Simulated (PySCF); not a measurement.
CCl₃, SMILES Cl[C-](Cl)Cl, charge -1.

The structure is a stationary point at r2SCAN-D4/def2-SVPD.

Calculation: PySCF with r2SCAN-D4/def2-SVPD.

Frequencies are harmonic and unscaled.

Modes within 1.5 cm⁻¹ of each other (mostly degenerate sets) share a row, with their intensities summed.

Computed harmonic wavenumbers and intensities:
```
mode  ν (cm⁻¹)  IR (km/mol)  Raman (Å⁴/amu)  depolarisation  moving atoms (share of kinetic energy)
----  --------  -----------  --------------  --------------  --------------------------------------
1–2        206         34.3            13.8            0.75                                Cl 100 %
3          279          2.9            17.5            0.14                                 Cl 97 %
4–5        451        431.8            11.9            0.75                         C 86 %, Cl 14 %
6          559          1.8             1.8            0.01                         C 87 %, Cl 13 %
```
